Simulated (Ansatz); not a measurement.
A calculation with Ansatz (development build ahead of 0.2.0).

```yaml
crystal:
  periodic: [false, false, false]
  atoms:
    - { symbol: Be, position_ang: [-0.04748, -0.00314, -0.25635] }
    - { symbol: H, position_ang: [-0.04422, 0.01987, 1.09907] }
basis:
  gaussian: { orbitals: aug-cc-pVDZ }
magnetization:
  spin_polarized: true
  initial_magnetization: 1
hamiltonian:
  xc: hf
correlation:
  method: mp2
  frozen_orbitals: { Be: 0, H: 0 }
```

The input is written out in the form of the current development build from the run's settings.

Results

* Converged: yes
* Reference energy: -15.15050 hartree
* Correlation energy: -0.02959 hartree
* Total energy: -15.18009 hartree
* Spin squared of the determinant: 0.752
